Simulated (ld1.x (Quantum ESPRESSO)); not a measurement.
# nickel: excitation energies, all-electron against PAW

ld1.x (Quantum ESPRESSO) 7.5 input, shortened:

```
&input
   title='Ni', zed=28., rel=2, dft='PBE', iswitch=3,
   config='[Ar] 3d8 4s0.5 4p0', rel_dist='average'
 /
 &inputp
   pseudotype=3, lpaw=.true., tm=.true., lloc=-1, rcloc=1.60,
   nlcc=.false.,
   which_augfun='GAUSS', rmatch_augfun=0.85
 /
6
3S  1  0   2.00   0.00  1.15  1.45  0.0
4S  2  0   0.50   0.00  1.15  1.45  0.0
3P  2  1   6.00   0.00  1.10  1.50  0.0
4P  3  1   0.00   0.00  1.10  1.50  0.0
3D  3  2   8.00   0.00  1.45  1.70  0.0
3D  3  2   0.00   0.45  1.45  1.70  0.0
 &test
   configts(1)='3s2 3p6 3d8 4s0.5 4p0'
 /
```

Open shells are filled in proportion to 2j + 1 (rel_dist='average').

Energies are relative to the spin-unpolarised reference configuration 3s2 3p6 3d8 4s0.5 4p0; without spin polarisation the order of configurations can differ from experiment. Not all tests gave a result: test run stopped at test 4 of 7 (negative rho).

| valence configuration | charge | ΔE all-electron (eV) | error AE − PS (meV) |
| --- | --- | --- | --- |
| 3s2 3p6 3d8 4s2 4p0 | 0 | -16.938 | +2.1 |
| 3s2 3p6 3d8 4s1 4p0 | +1 | -7.616 | +0.3 |
| 3s2 3p6 3d8 4s0 4p0 | +2 | 9.736 | +0.2 |

The ghost test of this file was not conclusive.
